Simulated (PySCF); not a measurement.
CHO₃, charge -1. Atoms are numbered in the order given.

```xyz
5

O      0.7858     0.9917     0.0000
C     -0.0663    -0.1490     0.0000
O     -1.2821     0.1348     0.0000
O      0.5265    -1.2298     0.0000
H      0.1565     1.7202     0.0000
```
Charge -1, spin multiplicity 1.

Geometry optimised at PBE0-D3(BJ)/def2-SVPD. Other conformers were not sampled.

Level of theory: CAM-B3LYP/def2-TZVPD (PySCF).

ESP charges are fitted to the potential on shells at 1.4 to 2.0 van der Waals radii. Atomic charges (e):

```json
[
 {"atom": "O1", "IAO": "-0.63", "ESP fit": "(withheld)"},
 {"atom": "C2", "IAO": "0.68", "ESP fit": "(withheld)"},
 {"atom": "O3", "IAO": "-0.72", "ESP fit": "(withheld)"},
 {"atom": "O4", "IAO": "-0.68", "ESP fit": "(withheld)"},
 {"atom": "H5", "IAO": "0.34", "ESP fit": "(withheld)"}
]
```

Q: Fill in the missing entries. (An estimate is asked for; the answer gives what the named calculation found.)

A: 
- O1, ESP fit: -0.75
- C2, ESP fit: 1.04
- O3, ESP fit: -0.86
- O4, ESP fit: -0.79
- H5, ESP fit: 0.36
